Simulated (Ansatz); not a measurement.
CH6GeOSi can be A, `[SiH3][GeH]1[CH2][O]1`, or B, `O[SiH]1[CH2][GeH2]1`.

Gas-phase electronic energies from Ansatz, PBE0-D4/def2-TZVP geometries. CBS: MP2 limit from def2 TZ/QZ plus the TZ coupled-cluster correction, frozen cores. DFT in def2-TZVPP. B3LYP here is the variant with VWN-RPA as its local correlation; programs differ in this. For Ge outer-core shells are correlated without core-valence functions, which leaves a few kJ/mol of doubt a bond. Scalar relativity is left out up to krypton. One conformer a species, not always the lowest.

Question: Which isomer does CCSD(T)/CBS put lower? Give the gap. (Best estimate.)

Answer: Computed: B, by 35.0 kcal/mol.

Question: Give E(B) − E(A) in kcal/mol with B3LYP, CCSD(T)/def2-TZVPP, PBE0-D4, MP2/def2-TZVPP, B3LYP-D4, PBE-D4, B2PLYP. (Best estimate.)

Answer: Computed: B3LYP -32.5, CCSD(T)/def2-TZVPP -34.0, PBE0-D4 -34.9, MP2/def2-TZVPP -35.8, B3LYP-D4 -33.0, PBE-D4 -31.5, B2PLYP -33.5. None reverses the order clearly.

Largest T1 diagnostic: 0.015.

In def2-TZVPP, CCSD(T) changes the Hartree–Fock value by +2.6 kcal/mol (the triples alone add +1.1 kcal/mol) and MP2 by +0.8 kcal/mol. From PBE to PBE0 (25 % exact exchange), in def2-TZVPP and without D4, E(B) − E(A) moves by −3.4 kcal/mol.
